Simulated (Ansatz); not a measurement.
Z-matrix (Å, degrees):
```
Si
Si 1 2.341
P 1 2.251 2 113.7
F 1 1.609 2 108.9 3 120.5
H 1 1.488 2 111.7 3 -120.9
H 2 1.487 1 112.3 3 -178.5
H 2 1.487 1 109.4 3 -56.9
H 2 1.488 1 107.9 3 61.3
H 3 1.423 1 90.8 2 -63.0
H 3 1.421 1 94.7 2 30.5
```

Total charge 0; spin multiplicity 1.

Problem. List the PBE/def2-TZVPP orbital energies in eV (Ansatz). (Estimate.)

Solution. Ansatz gave: Occupied: -2076.25, -1780.76, -1779.67, -659.88, -171.60, -138.38, -137.47, -123.07, -123.04, -122.96, -95.17, -95.10, -95.07, -94.19, -94.19, -94.18, -29.54, -16.29, -13.91, -12.79, -10.89, -10.54, -10.26, -9.71, -8.76, -8.73, -8.05, -7.60, -6.45. Lowest empty: -1.49, -0.98, -0.83, -0.48, 0.32, 0.49, 0.58, 0.85.
